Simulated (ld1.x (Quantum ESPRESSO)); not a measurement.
Debugging a pseudopotential input (Ti (Z = 22), ld1.x (Quantum ESPRESSO) 7.5)

Command:

```bash
ld1.x < Ti.in > Ti.out
```

Input:

```
&input
   title='Ti', zed=22., rel=1, dft='PZ', iswitch=3,
   config='[Ar] 3d2 4s1.5 4p0',
   nld=3, rlderiv=4.00, eminld=-3.0, emaxld=5.0, deld=0.02
 /
 &inputp
   pseudotype=3, lpaw=.true., tm=.false., lloc=-2, rcloc=2.95,
   nlcc=.true., rcore=1.30,
   which_augfun='BG', rmatch_augfun=1.60,
   file_pseudopw='Ti.UPF', file_wfcaegen='ae.wfc', file_wfcncgen='nc.wfc', file_beta='beta', file_chi='chi', file_wfcusgen='us.wfc'
 /
6
4S  1  0   1.50   0.00  2.15  2.65  0.0
4S  1  0   0.00   0.45  2.15  2.65  0.0
4P  2  1   0.00   0.00  2.80  3.70  0.0
4P  2  1   0.00   1.90  2.80  3.70  0.0
3D  3  2   2.00   0.00  2.65  2.85  0.0
3D  3  2   0.00   0.05  2.65  2.85  0.0
 &test
   configts(1)='3d2 4s1.5 4p0'
 /
```

This is an input that runs to its end, with one change: tm switched.

How does the run end?

The program runs through. The occupied levels of the test differ from the all-electron ones by at most 0.00000 Ry (unchanged input: 0.00000 Ry). Messages: WARNING: using Bloechl style augmentation functions is not a good idea, as analytical overlap are not implemented in pwscf: use BESSEL or GAUSS instead..

```
     dft = SLA  PZ   NOGX NOGC   lsd =0 sic =0 latt =0  beta=0.20 tr2=1.0E-14
     mesh =1177 r(mesh) = 100.37945 xmin = -7.00 dx = 0.01250

     n l     nl             e AE (Ry)        e PS (Ry)    De AE-PS (Ry)
     3 2     3D   1( 2.00)       -0.57967       -0.57967        0.00000
     1 0     4S   1( 1.50)       -0.55155       -0.55155        0.00000
     2 1     4P   1( 0.00)       -0.29736       -0.29736        0.00000

     eps = 1.2E-18  iter =  4

     Etot =   -1703.221555 Ry,    -851.610778 Ha,  -23173.509799 eV
     Etotps =   -83.101348 Ry,     -41.550674 Ha,   -1130.651441 eV

     Ekin =      18.120975 Ry,       9.060488 Ha,     246.548429 eV
     Encl =     -26.352087 Ry,     -13.176043 Ha,    -358.538408 eV
     Ehrt =       5.034921 Ry,       2.517460 Ha,      68.503589 eV
     Ecxc =     -79.905157 Ry,     -39.952579 Ha,   -1087.165050 eV
     (Ecc =      -8.070683 Ry,      -4.035341 Ha,    -109.807229 eV)

     ---------------------- End of pseudopotential test ----------------------
```
